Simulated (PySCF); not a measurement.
B(H)(OMe)(PH2) (CH₆BOP), SMILES COBP.

Geometry: B3LYP-D3(BJ)/def2-SVP. Other conformers were not sampled.

Method: TDA-LC-ωPBE/def2-SVPD (PySCF).

Vertical excitations. 

Computed excitation energies, oscillator strengths and character:
| state | energy (eV) | λ (nm) | f | main pairs |
|---|---|---|---|---|
| S1 | 5.78 | 214 | 0.040 | HOMO→LUMO 72 %, HOMO−1→LUMO 15 % |
| S2 | 6.74 | 184 | 0.028 | HOMO→LUMO+3 57 %, HOMO→LUMO+1 13 %, HOMO→LUMO+2 11 % |
| S3 | 7.15 | 174 | 0.068 | HOMO→LUMO+1 30 %, HOMO−1→LUMO 29 %, HOMO→LUMO 15 %, HOMO→LUMO+4 11 % |
| S4 | 7.32 | 169 | 0.132 | HOMO−1→LUMO 42 %, HOMO→LUMO+1 24 %, HOMO→LUMO+3 13 % |
| S5 | 8.02 | 155 | 0.166 | HOMO→LUMO+5 65 % |
| S6 | 8.38 | 148 | 0.065 | HOMO→LUMO+4 36 %, HOMO−1→LUMO+1 17 %, HOMO→LUMO+2 15 %, HOMO→LUMO+1 9 % |
| S7 | 8.69 | 143 | 0.002 | HOMO−3→LUMO 21 %, HOMO−1→LUMO+1 19 %, HOMO−1→LUMO+3 18 %, HOMO−2→LUMO 6 % |
| S8 | 8.70 | 143 | 0.048 | HOMO−3→LUMO 53 %, HOMO−1→LUMO+1 11 %, HOMO−1→LUMO+3 8 % |
| S9 | 8.84 | 140 | 0.092 | HOMO−2→LUMO 63 % |
| S10 | 9.00 | 138 | 0.062 | HOMO→LUMO+2 39 %, HOMO−1→LUMO+3 10 %, HOMO→LUMO+3 8 %, HOMO−2→LUMO 7 % |
| T1 | 4.76 | 261 | 0 | HOMO→LUMO 86 % |
| T2 | 5.68 | 218 | 0 | HOMO→LUMO+3 60 %, HOMO→LUMO+2 10 % |
| T3 | 6.15 | 202 | 0 | HOMO−1→LUMO 56 %, HOMO→LUMO+1 10 % |
| T4 | 6.64 | 187 | 0 | HOMO→LUMO+1 27 %, HOMO−1→LUMO 26 %, HOMO→LUMO+5 7 %, HOMO→LUMO+3 7 % |
Triplets are in the Tamm–Dancoff approximation.
